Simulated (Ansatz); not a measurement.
Stepwise reaction of `NB(N)O[SiH3]` with water, as a gas-phase model of exchange steps in deposition or etching. ΔE in kJ/mol; ΔG adds harmonic PBE0-D4 terms to CCSD(T)/CBS, at 1 bar.

Isolated molecules relaxed with PBE0-D4/def2-TZVP in Ansatz; ΔE leaves out vibrations. CCSD(T)/CBS is the MP2 limit (def2-TZVPP, def2-QZVPP) plus CCSD(T) − MP2 in def2-TZVPP, frozen cores. This one scheme is used for every species. DFT in def2-TZVPP. B3LYP here is the variant with VWN-RPA as its local correlation; programs differ in this. Each species was taken in one conformer, which may not be the lowest.

| step | reaction | PBE-D4 | B3LYP-D4 | ωB97M-V | CCSD(T)/CBS | ΔG(400 K) |
| --- | --- | --- | --- | --- | --- | --- |
| 1 | `NB(N)O[SiH3]` + H₂O → `NB(O)O[SiH3]` + NH₃ | -30.3 | -32.1 | -33.2 | -30.5 | -23.3 |
| 2 | `NB(O)O[SiH3]` + H₂O → `OB(O)O[SiH3]` + NH₃ | -33.3 | -35.1 | -35.7 | -32.9 | -28.8 |

(1) By hand: ΔE of the 2 steps together at CCSD(T)/CBS.

Answers

(1) (-30.5) + (-32.9) = -63.4 kJ/mol, or -31.7 kJ/mol a step.

In ΔE the steps differ by no more than 2.4 kJ/mol. All are downhill at CCSD(T)/CBS. ΔG lies between -28.8 and -23.3 kJ/mol a step. PBE-D4 differs from CCSD(T)/CBS by -0.4 to 0.2 kJ/mol a step. Isolated molecules leave out the surface, adducts and barriers. Largest T1 diagnostic: 0.012.
